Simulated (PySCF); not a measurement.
Electric field gradients and quadrupole coupling constants

Compound: C8H14O.
Atom-mapped SMILES: `[CH2:1]=[CH:2][C@@H:3]([CH2:4]/[CH:5]=[CH:6]/[CH3:7])[O:8][CH3:9]` (hydrogens: H10, H11 on C1; H12 on C2; H13 on C3; H14, H15 on C4; H16 on C5; H17 on C6; H18, H19, H20 on C7; H21, H22, H23 on C9)

Structure used (GFN2-xTB), in Å, numbered top down from 1:
```xyz
23
C8H14O angstrom
C     -2.754    1.536   -0.820
C     -2.201    0.877    0.179
C     -0.948    0.053    0.062
C      0.185    0.697    0.883
C      1.485    0.004    0.631
C      2.547    0.572    0.086
C      3.839   -0.128   -0.179
O     -1.137   -1.260    0.565
C     -1.959   -2.059   -0.242
H     -3.645    2.128   -0.694
H     -2.332    1.518   -1.812
H     -2.634    0.896    1.170
H     -0.642   -0.001   -0.997
H     -0.083    0.607    1.937
H      0.252    1.754    0.619
H      1.503   -1.041    0.909
H      2.519    1.618   -0.194
H      4.649    0.349    0.374
H      4.088   -0.073   -1.238
H      3.780   -1.173    0.115
H     -1.997   -3.039    0.229
H     -1.545   -2.157   -1.255
H     -2.974   -1.651   -0.318
```

Field gradients from the PBE0/pcSseg-1 density (PySCF, non-relativistic), principal values in atomic units, ordered |Vxx| ≤ |Vyy| ≤ |Vzz|:

| atom | Vxx | Vyy | Vzz |
| --- | --- | --- | --- |
| O8 | 0.0110 | 1.9832 | -1.9941 |

**Question.** Find the asymmetry η = (Vxx − Vyy)/Vzz and the couplings χ = eQV/h (234.96 MHz × Q in barn × V in au), with Q(17O) = −0.0256 b.

**Answer.** 
```json
{"atom": "O8", "environment": "ether oxygen", "nucleus": "17O", "η": "0.99", "χzz (MHz)": "11.99", "χxx (MHz)": "-0.07", "χyy (MHz)": "-11.93"}
```

At O8 η is above 0.9: Vyy and Vzz are nearly equal in size and opposite in sign, so a small change could swap them and flip the sign of χzz. The tensor is traceless: Vxx + Vyy + Vzz = 0.

**Question.** What is Vzz at O8 in SI units (1 au = 9.71736 × 10²¹ V/m²)?

**Answer.** -1.9941 au = -19.378 × 10²¹ V/m².

**Question.** And the gradient at the other heavy atoms, for which no coupling is worked out here?

**Answer.** 
```tsv
atom	environment	Vzz (au)	η
C1	terminal =CH2 carbon	0.311	0.43
C2	alkene CH carbon	0.341	0.53
C3	sp3 carbon bound to oxygen	0.333	0.11
C4	allylic carbon	0.068	0.98
C5	alkene CH carbon	0.283	0.57
C6	alkene CH carbon	0.277	0.63
C7	allylic carbon	0.044	0.72
C9	methoxy carbon	0.371	0.09
```

Were the hydrogens deuterons (Q(2H) = 0.00286 b), χzz would run from 184 kHz (H13) to 227 kHz (H10).

The structure is a single GFN2-xTB conformer in the gas phase; no vibrational or solvent corrections. GFN2-xTB bond lengths can be off by several hundredths of an ångström, more for odd bonds, and the gradients follow them. With so small a basis the couplings can be 20 % off.
